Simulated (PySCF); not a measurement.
# Electron correlation in Ca⁺ (calcium, charge +1)

[Ar] 3d1, 2D determinant (an excited configuration). All numbers are calculated (PySCF 2.14, the spin-free X2C one-electron Hamiltonian (Gaussian nucleus), in x2c-TZVPPall with one added diffuse shell each of s, p, d type (7s6p4d, 45 functions)). Frozen: [Ne]; 9 electrons correlated.

| level | correlation energy (mhartree) |
| --- | --- |
| CCSD | -179.62 |
| (T) | -2.63 |
| CCSD(T) | -182.25 |

Diagnostics: T1 = 0.0068, D1 = 0.0277, largest double amplitude 0.028.

Cost of the coupled-cluster step: about 1.9 core-seconds, for 9 correlated electrons.

This basis was not built for core-valence correlation, so the inner-shell part is incomplete.
